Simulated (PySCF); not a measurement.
Computed shifts of a molecule C3H8GeSi, PBE/pcSseg-1 (PySCF), GIAO, gas phase, equivalent atoms averaged, in ppm (number of nuclei): ¹³C: 176.8 (1), 163.9 (1), 31.6 (1). ²⁹Si: -42.1 (1). ¹H: 7.37 (1), 5.33 (2), 4.91 (2), 2.37 (3). References: ¹³C against TMS (σ = 182.0 ppm); ⁷³Ge against GeH4 (σ = 1614.4 ppm); ²⁹Si against TMS (σ = 335.4 ppm); ¹H against TMS (σ = 31.49 ppm), references at their B3LYP-D3(BJ)/def2-TZVP geometries, non-relativistic. Geometry: PBE0-D3(BJ)/def2-SVP. Other conformers were not sampled.

Question: Pick the molecule that these values belong to.
A. [SiH3][C@H]1C=[CH][GeH2]1
B. CC1=[CH][GeH2][SiH2]1
C. C1=[CH][GeH2][SiH2]C1
D. C=C=[CH][GeH2][SiH3]

Answer: B, CC1=[CH][GeH2][SiH2]1
